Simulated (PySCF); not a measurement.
Input for PySCF: R-B3LYP/3-21G on FH3SSi (SMILES F[SiH2]S), a point of a torsion scan.

```python
from pyscf import gto, scf, dft, mp
from pyscf.data.elements import chemcore

mol = gto.M(
    atom='''
    F    -1.26974418    1.31120084   -0.33418099
    Si   -0.53410555   -0.06643636    0.04398013
    S     1.46550705    0.37549206    0.65817155
    H    -1.20319764   -0.60285050    1.20367071
    H    -0.53240506   -0.83090566   -1.18509109
    H     1.84951573    0.94276817   -0.47737602
    ''',
    basis='3-21g',
    charge=0, spin=0, verbose=3, max_memory=1800)
mf = dft.RKS(mol, xc='b3lyp')
mf.conv_tol = 1e-8
mf.max_cycle = 100
mf.kernel()
if not mf.converged:
    mf = mf.newton().run(mf.mo_coeff, mf.mo_occ)
```

Program output:

```
converged SCF energy = -785.348135319703
```

Self-consistency was reached.

Cost: about 7 core-seconds (a rough figure).
